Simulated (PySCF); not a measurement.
## XPS shifts beside NMR shieldings

Species: C5H10BFO2.
Z-matrix (Å and degrees, PBE0-D3(BJ)/def2-SVP geometry), rows numbered from 1:
```
C 
C   1  1.3438
C   2  1.5034  1  121.32
B   2  1.5716  1  122.15  3  -175.22
O   4  1.3544  2  117.04  1   146.63
C   5  1.4056  4  122.05  2  -179.01
O   4  1.3786  2  126.64  1   -35.33
C   7  1.3701  4  125.81  2    -2.69
F   8  1.3672  7  110.34  4    85.92
H   1  1.0968  2  121.10  3    -0.77
H   1  1.0928  2  122.46  3   177.22
H   3  1.1015  2  110.33  1  -120.64
H   3  1.1027  2  111.34  1   122.00
H   3  1.1004  2  111.97  1     0.64
H   6  1.1021  5  111.29  4    66.66
H   6  1.0990  5  108.11  4  -173.98
H   6  1.1016  5  111.70  4   -53.97
H   8  1.1037  7  111.81  4   -34.04
H   8  1.1019  7  108.23  4  -156.69
```

Binding energies: delta-SCF UKS SCAN, pcX-2 on the ionised atom, pcseg-1 elsewhere, spin-free X2C (PySCF 2.14.0). Shieldings: GIAO HF/pcSseg-1, non-relativistic, same geometry.

| atom | C 1s (eV) |
| --- | --- |
| C1 | 289.91 |
| C2 | 290.06 |
| C3 | 290.48 |
| C6 | 292.30 |
| C8 | 294.81 |

What are the absolute isotropic shieldings of these atoms?

```json
{"atom": "C1", "environment": "terminal =CH2 carbon", "C 1s (eV)": "289.91", "isotropic shielding (ppm)": "51.8"}
{"atom": "C2", "environment": "fully substituted alkene carbon", "C 1s (eV)": "290.06", "isotropic shielding (ppm)": "45.7"}
{"atom": "C3", "environment": "allylic carbon", "C 1s (eV)": "290.48", "isotropic shielding (ppm)": "167.8"}
{"atom": "C6", "environment": "methoxy carbon", "C 1s (eV)": "292.30", "isotropic shielding (ppm)": "142.7"}
{"atom": "C8", "environment": "sp3 C–F carbon", "C 1s (eV)": "294.81", "isotropic shielding (ppm)": "102.9"}
```

Among the listed atoms, is the one with the highest binding energy also the least shielded?

No. The highest binding energy is at C8 (294.81 eV, shielding 102.9 ppm), the lowest shielding at C2 (45.7 ppm, 290.06 eV).

By binding energy: C1 < C2 < C3 < C6 < C8. By shielding: C2 < C1 < C8 < C6 < C3.

One conformer (not necessarily the lowest) at the PBE0-D3(BJ)/def2-SVP geometry, without solvent, vibrations or thermal averaging.
